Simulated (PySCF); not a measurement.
boroxine (H3B3O3), singlet, geometry from GFN2-xTB; M06L/3-21G (PySCF).

The PySCF input:
```python
from pyscf import gto, scf, dft

mol = gto.M(
    atom='''
B    -0.62642433    1.18300324    0.24601012
O    -1.33948341    0.02486049    0.22970691
B    -0.71480732   -1.15811031   -0.01600341
O     0.62560781   -1.18146124   -0.24568946
B     1.34123166   -0.02489294   -0.23000671
O     0.71387560    1.15660075    0.01598255
H    -1.16486750    2.19985392    0.45746817
H    -1.32922010   -2.15356426   -0.02975915
H     2.49408760   -0.04628966   -0.42770903
''',
    basis='3-21g',
    verbose=4,
)

mf = dft.RKS(mol)
mf.xc = 'm06l'
mf.grids.atom_grid = (99, 590)
mf.kernel()
mf.analyze()
```

Output, abridged:

```
PySCF version 2.14.0

[INPUT] verbose = 4
[INPUT] num. atoms = 9
[INPUT] num. electrons = 42
[INPUT] charge = 0
[INPUT] spin (= nelec alpha-beta = 2S) = 0
[INPUT] symmetry False subgroup None
[INPUT] Mole.unit = angstrom
[INPUT] Symbol           X                Y                Z      unit          X                Y                Z       unit  Magmom
[INPUT]  1 B     -0.626424330000   1.183003240000   0.246010120000 AA   -1.183770421464   2.235552128073   0.464891750671 Bohr   0.0
[INPUT]  2 O     -1.339483410000   0.024860490000   0.229706910000 AA   -2.531256793298   0.046979517422   0.434083148820 Bohr   0.0
[INPUT]  3 B     -0.714807320000  -1.158110310000  -0.016003410000 AA   -1.350790066634  -2.188511307935  -0.030242061959 Bohr   0.0
[INPUT]  4 O      0.625607810000  -1.181461240000  -0.245689460000 AA    1.182227422289  -2.232638170389  -0.464285791092 Bohr   0.0
[INPUT]  5 B      1.341231660000  -0.024892940000  -0.230006710000 AA    2.534560506996  -0.047040839035  -0.434649688712 Bohr   0.0
[INPUT]  6 O      0.713875600000   1.156600750000   0.015982550000 AA    1.349029371010   2.185658652967   0.030202642272 Bohr   0.0
[INPUT]  7 H     -1.164867500000   2.199853920000   0.457468170000 AA   -2.201280546407   4.157121422851   0.864489552006 Bohr   0.0
[INPUT]  8 H     -1.329220100000  -2.153564260000  -0.029759150000 AA   -2.511861948267  -4.069646643052  -0.056236643200 Bohr   0.0
[INPUT]  9 H      2.494087600000  -0.046289660000  -0.427709030000 AA    4.713142494674  -0.087474779799  -0.808252927703 Bohr   0.0

nuclear repulsion = 203.339198290048
number of shells = 36
number of NR pGTOs = 99
number of NR cGTOs = 60
basis = 3-21g
ecp = {}

******** <class 'pyscf.dft.rks.RKS'> ********
method = RKS
initial guess = minao
damping factor = 0
level_shift factor = 0
DIIS = <class 'pyscf.scf.diis.CDIIS'>
diis_start_cycle = 1
diis_space = 8
diis_damp = 0
SCF conv_tol = 1e-09
SCF conv_tol_grad = None
SCF max_cycles = 50
direct_scf = True
direct_scf_tol = 1e-13
XC library pyscf.dft.libxc version 7.1.2
    S. Lehtola, C. Steigemann, M. J. T. Oliveira, and M. A. L. Marques,  SoftwareX 7, 1–5 (2018)
XC functionals = m06l
    Y. Zhao and D. G. Truhlar,  J. Chem. Phys. 125, 194101 (2006)
    Y. Zhao and D. G. Truhlar,  J. Chem. Phys. 125, 194101 (2006)
    Y. Zhao and D. G. Truhlar,  Theor. Chem. Acc. 120, 215 (2008)
radial grids:
    Treutler-Ahlrichs [JCP 102, 346 (1995); DOI:10.1063/1.469408] (M4) radial grids

becke partition: Becke, JCP 88, 2547 (1988); DOI:10.1063/1.454033
pruning grids: <function nwchem_prune>
grids dens level: 3
symmetrized grids: False
atomic radii adjust function: <function treutler_atomic_radii_adjust>
User specified grid scheme (99, 590)
small_rho_cutoff = 0
Set gradient conv threshold to 3.16228e-05
Initial guess from minao.
tot grids = 286008
init E= -301.344498716627
  HOMO = -0.404486349492794  LUMO = -0.0884193503324677  gap/eV = 8.60062
cycle= 1 E= -300.495374751331  delta_E= 0.849  |g|= 0.901  |ddm|= 3.09
  HOMO = -0.193501299910216  LUMO = -0.00630552392466592  gap/eV = 5.09386
cycle= 2 E= -300.264168292568  delta_E= 0.231  |g|= 1.41  |ddm|= 1.66
  HOMO = -0.306125069140504  LUMO = -0.0395148620082163  gap/eV = 7.25483
cycle= 3 E= -300.628116077561  delta_E= -0.364  |g|= 0.0829  |ddm|= 1.13
  HOMO = -0.302892523076837  LUMO = -0.039451255782485  gap/eV = 7.16860
cycle= 4 E= -300.6296173675  delta_E= -0.0015  |g|= 0.00598  |ddm|= 0.0796
  HOMO = -0.302727922560454  LUMO = -0.0397788777185737  gap/eV = 7.15521
cycle= 5 E= -300.629626865989  delta_E= -9.5e-06  |g|= 0.0022  |ddm|= 0.00879
  HOMO = -0.302394563824768  LUMO = -0.0393859790516512  gap/eV = 7.15683
cycle= 6 E= -300.629628483718  delta_E= -1.62e-06  |g|= 0.00031  |ddm|= 0.00348
  HOMO = -0.302460440345219  LUMO = -0.039455347985327  gap/eV = 7.15673
cycle= 7 E= -300.629628515543  delta_E= -3.18e-08  |g|= 2.75e-05  |ddm|= 0.00041
  HOMO = -0.302454616359388  LUMO = -0.0394488447514302  gap/eV = 7.15675
cycle= 8 E= -300.629628515588  delta_E= -4.51e-11  |g|= 2.59e-05  |ddm|= 4.78e-05
  HOMO = -0.302452993780563  LUMO = -0.0394482658804248  gap/eV = 7.15672
Extra cycle  E= -300.62962851524  delta_E= 3.48e-10  |g|= 5.03e-05  |ddm|= 5.62e-05
converged SCF energy = -300.62962851524
**** SCF Summaries ****
Total Energy =                        -300.629628515239915
Nuclear Repulsion Energy =             203.339198290048472
One-electron Energy =                 -812.016954867391632
Two-electron Energy =                  308.048128062103274
Two-electron Coulomb Energy =          347.219563596673368
DFT Exchange-Correlation Energy =      -39.171435534570101
HOMO-LUMO gap [eV] =                     7.156723175975727
**** MO energy ****
MO #1   energy= -18.9270186245886  occ= 2
MO #2   energy= -18.9267887238702  occ= 2
MO #3   energy= -18.9267719193071  occ= 2
MO #4   energy= -6.68597308060341  occ= 2
MO #5   energy= -6.6858553495377   occ= 2
MO #6   energy= -6.68585300669242  occ= 2
MO #7   energy= -1.10351511861181  occ= 2
MO #8   energy= -1.03740394539537  occ= 2
MO #9   energy= -1.03739270471387  occ= 2
MO #10  energy= -0.588991650556977 occ= 2
MO #11  energy= -0.588985347655171 occ= 2
MO #12  energy= -0.533276803376555 occ= 2
MO #13  energy= -0.473721524002552 occ= 2
MO #14  energy= -0.44487231371607  occ= 2
MO #15  energy= -0.379511240821801 occ= 2
MO #16  energy= -0.379507006809654 occ= 2
MO #17  energy= -0.370532222270449 occ= 2
MO #18  energy= -0.3635301445261   occ= 2
MO #19  energy= -0.363521770563372 occ= 2
MO #20  energy= -0.302456563991525 occ= 2
MO #21  energy= -0.302452993780563 occ= 2
MO #22  energy= -0.0394482658804248 occ= 0
MO #23  energy= -0.0394458156241626 occ= 0
MO #24  energy= 0.0510989156378536 occ= 0
MO #25  energy= 0.117068474094217  occ= 0
MO #26  energy= 0.165501181764204  occ= 0
MO #27  energy= 0.165504486907666  occ= 0
MO #28  energy= 0.241700894722594  occ= 0
MO #29  energy= 0.241701403177294  occ= 0
 ** Mulliken pop on meta-lowdin orthogonal AOs  **
 ** Mulliken pop  **
 ** Mulliken atomic charges  **
charge of    0B =      0.35160
charge of    1O =     -0.33463
charge of    2B =      0.35160
charge of    3O =     -0.33459
charge of    4B =      0.35160
charge of    5O =     -0.33460
charge of    6H =     -0.01699
charge of    7H =     -0.01699
charge of    8H =     -0.01699
Dipole moment(X, Y, Z, Debye):  0.00013, -0.00005, -0.00003
```
